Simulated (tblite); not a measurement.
CH₈Cl₂NSi₃ (doublet state).
Bonds: Si1–N2, N2–Si3, N2–Si4, Si4–C5, C5–Cl6, C5–Cl7. Hydrogens: H8, H9 on Si1; H10, H11, H12 on Si3; H13, H14 on Si4; H15 on C5.

Computed with GFN2-xTB (tblite), gas phase: L-BFGS steps from a force-field or distance-geometry start until the largest atomic force falls under 0.01 eV/Å.

Step 8: E = -637.5686 eV
```
atom  x, y, z in Å  |  force x, y, z in eV/Å
Si1    -1.1606   -1.7221    0.2592   -0.061  -0.280   0.006
N2     -0.7313   -0.0219    0.3879    0.125   0.079   0.044
Si3    -2.0400    1.1154    0.1573   -0.179   0.074  -0.079
Si4     0.7188    0.5142   -0.3793    0.174   0.022  -0.188
C5      2.2821   -0.3551    0.3188    0.139   0.019   0.012
Cl6     2.6513    0.2295    1.9476   -0.080   0.035   0.022
Cl7     3.6249    0.0677   -0.7665   -0.073   0.018   0.016
H8      0.0681   -2.5194    0.3189   -0.118   0.064   0.116
H9     -2.2195   -2.0136    1.2265    0.167   0.083   0.010
H10    -2.2869    1.0191   -1.2849   -0.203   0.177   0.029
H11    -3.1856    0.6500    0.9366    0.104   0.031  -0.001
H12    -1.5829    2.4571    0.5263   -0.076  -0.171   0.023
H13     0.9421    1.9567   -0.2114   -0.002  -0.276   0.031
H14     0.6252    0.0710   -1.7807    0.204   0.126  -0.007
H15     2.2898   -1.4405    0.3792   -0.123  -0.001  -0.035
```

Step 9: E = -637.5895 eV
```
atom  x, y, z in Å  |  force x, y, z in eV/Å
Si1    -1.1563   -1.7256    0.2742   -0.123  -0.473  -0.091
N2     -0.7347   -0.0294    0.3505    0.118   0.179   0.190
Si3    -2.0437    1.1094    0.1563   -0.275   0.170  -0.143
Si4     0.7253    0.5078   -0.3862    0.158   0.112  -0.309
C5      2.2777   -0.3528    0.3220    0.252  -0.025  -0.050
Cl6     2.6416    0.2306    1.9458   -0.054   0.056   0.089
Cl7     3.6238    0.0691   -0.7678   -0.100   0.007   0.063
H8      0.0695   -2.5260    0.3294   -0.107   0.072   0.134
H9     -2.2185   -2.0066    1.2387    0.170   0.088   0.037
H10    -2.3137    1.0444   -1.2857   -0.180   0.143   0.074
H11    -3.1861    0.6467    0.9461    0.146   0.020  -0.022
H12    -1.5897    2.4515    0.5307   -0.051  -0.186   0.033
H13     0.9559    1.9434   -0.2024   -0.028  -0.190   0.035
H14     0.6614    0.0816   -1.7933    0.173   0.105  -0.019
H15     2.2831   -1.4361    0.3774   -0.098  -0.077  -0.019
```

Step 10: E = -637.6161 eV
```
atom  x, y, z in Å  |  force x, y, z in eV/Å
Si1    -1.1518   -1.7384    0.2948   -0.146  -0.395  -0.216
N2     -0.7390   -0.0379    0.2965    0.033   0.158   0.278
Si3    -2.0538    1.1033    0.1523   -0.254   0.176  -0.197
Si4     0.7367    0.5002   -0.4019    0.045   0.133  -0.343
C5      2.2753   -0.3502    0.3254    0.293  -0.085  -0.115
Cl6     2.6263    0.2331    1.9450   -0.016   0.070   0.157
Cl7     3.6206    0.0713   -0.7685   -0.077  -0.003   0.101
H8      0.0707   -2.5355    0.3475   -0.049   0.047   0.154
H9     -2.2150   -1.9946    1.2587    0.144   0.079   0.092
H10    -2.3570    1.0846   -1.2857   -0.153   0.090   0.101
H11    -3.1848    0.6415    0.9604    0.164  -0.007  -0.037
H12    -1.6005    2.4406    0.5380   -0.009  -0.154   0.052
H13     0.9767    1.9223   -0.1880   -0.054  -0.017   0.035
H14     0.7191    0.0989   -1.8134    0.122   0.067  -0.072
H15     2.2721   -1.4313    0.3746   -0.044  -0.161   0.010
```

Question: Estimate the geometry and energy of step 11. (The exact step hangs on the optimiser's Hessian estimate; all steps are aligned on step 10, rigid shifts and turns removed.)

Answer: E = -637.6363 eV, largest force 0.355 eV/Å
```
atom  x, y, z in Å  |  force x, y, z in eV/Å
Si1    -1.1498   -1.7533    0.3088   -0.130  -0.135  -0.301
N2     -0.7426   -0.0441    0.2525   -0.052   0.068   0.259
Si3    -2.0657    1.0995    0.1450   -0.127   0.093  -0.185
Si4     0.7470    0.4942   -0.4209   -0.089   0.077  -0.234
C5      2.2777   -0.3495    0.3266    0.185  -0.117  -0.133
Cl6     2.6122    0.2368    1.9472    0.013   0.055   0.157
Cl7     3.6170    0.0734   -0.7677    0.000  -0.009   0.110
H8      0.0711   -2.5433    0.3669    0.020   0.009   0.162
H9     -2.2090   -1.9824    1.2786    0.110   0.066   0.133
H10    -2.3992    1.1227   -1.2842   -0.135   0.041   0.076
H11    -3.1808    0.6369    0.9727    0.144  -0.039  -0.040
H12    -1.6105    2.4280    0.5458    0.033  -0.088   0.070
H13     0.9941    1.9029   -0.1745   -0.071   0.143   0.031
H14     0.7732    0.1159   -1.8333    0.071   0.030  -0.144
H15     2.2611   -1.4298    0.3722    0.027  -0.191   0.039
```

The energy changes by -0.0202 eV. The first-order estimate −F·Δx gives -0.0291 eV and the mean of the old and new forces, exact on a quadratic surface, -0.0202 eV. The step makes an angle of 75° with the force vector and moves no atom by more than 0.060 Å.

What follows is the cost of the whole relaxation. The run took 1.8 s on one thread of an Arm Neoverse V1, shared host with 32 logical CPUs at a one-minute load of 7.2.
